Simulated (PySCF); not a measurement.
C6H7, SMILES C1CC=C[C]=C1, multiplicity 2. Coordinates come from a PBE-D3(BJ)/def2-SVP optimisation. The isomer is the one that the SMILES or the coordinates give; other isomers of the formula were not compared. Other conformers were not sampled.

Calculation: PBE-D3(BJ)/def2-SVP (PySCF).

Harmonic wavenumbers (cm⁻¹): 196, 262, 445, 511, 531, 663, 676, 719, 840, 914, 924, 930, 978, 985, 1045, 1113, 1122, 1177, 1219, 1283, 1309, 1349, 1379, 1392, 1574, 1647, 2910, 2928, 3024, 3024, 3095, 3099, 3116. Rotational constants (GHz): 5.493, 4.938, 2.772; symmetry number 1.

**Question.** Work out the zero-point energy and the ideal-gas rigid-rotor harmonic-oscillator thermochemistry at 298.15 K and 1 atm.

**Answer.** ZPE = ½ Σ hcν = ½ × 46379 cm⁻¹ = 66.30 kcal/mol. H − E(el) = 70.27 kcal/mol. Entropy in cal/(mol K): translation 39.02, rotation 25.86, vibration 7.99, spin 1.38, total 74.25. G − E(el) = 48.13 kcal/mol. Cp = 22.71 cal/(mol K).
